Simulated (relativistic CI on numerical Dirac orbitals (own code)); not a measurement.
**Slater and spin-orbit integrals, Pt LIII**

Computed by Dirac-Coulomb-Breit CI, orbitals from a KLI potential per configuration, model QED, unscaled Slater integrals (own radial code, finite nucleus).

Slater integrals F^k, G^k are unscaled and averaged over j, outside the closed core [Ne]; ζ comes from projecting the Hamiltonian with its Breit term on Σ l·s of the shell.

- 3s2 3p6 3d8: F^2(3d,3d) = 627630, F^4(3d,3d) = 405020, ζ(3d) = 282170 cm⁻¹; <r>(3d) = 0.1624, <r^2>(3d) = 0.03061 (bohr units).
- 3s2 3p5 3d9: ζ(3p) = 2.1848e+06, F^2(3p,3d) = 546530, G^1(3p,3d) = 585800, G^3(3p,3d) = 389490, ζ(3d) = 280110 cm⁻¹; <r>(3p) = 0.1803, <r^2>(3p) = 0.03771, <r>(3d) = 0.1626, <r^2>(3d) = 0.03069 (bohr units).
- 3s2 3p4 3d10: F^2(3p,3p) = 541580, ζ(3p) = 2.1838e+06 cm⁻¹; <r>(3p) = 0.1804, <r^2>(3p) = 0.03777 (bohr units).

Question: Give the Racah parameters of the d shell in 3s2 3p6 3d8.

Answer: B = F²/49 − 5F⁴/441 = 8217 cm⁻¹ and C = 35F⁴/441 = 32144 cm⁻¹.

Averages of the first 10 configurations, taken without configuration mixing, which lowers the lowest level and can move excited configurations by several eV; other configurations of the list can lie among them:

```json
{"Configuration": "3s2 3p6 3d8", "Parity": "even", "States": "45", "Average energy above the lowest level (eV)": "76.9"}
{"Configuration": "3s2 3p5 3d9", "Parity": "odd", "States": "60", "Average energy above the lowest level (eV)": "663.7"}
{"Configuration": "3s2 3p4 3d10", "Parity": "even", "States": "15", "Average energy above the lowest level (eV)": "1259.3"}
{"Configuration": "3s 3p6 3d9", "Parity": "even", "States": "20", "Average energy above the lowest level (eV)": "1192.7"}
{"Configuration": "3p6 3d10", "Parity": "even", "States": "1", "Average energy above the lowest level (eV)": "2320.2"}
{"Configuration": "3s 3p5 3d10", "Parity": "odd", "States": "12", "Average energy above the lowest level (eV)": "1777.7"}
{"Configuration": "3s2 3p6 3d7 4s", "Parity": "even", "States": "240", "Average energy above the lowest level (eV)": "2022.5"}
{"Configuration": "3s2 3p6 3d7 4p", "Parity": "odd", "States": "720", "Average energy above the lowest level (eV)": "2222.5"}
{"Configuration": "3s2 3p4 3d9 4s", "Parity": "even", "States": "300", "Average energy above the lowest level (eV)": "3184.6"}
{"Configuration": "3s2 3p6 3d7 4d", "Parity": "even", "States": "1200", "Average energy above the lowest level (eV)": "2443.5"}
```
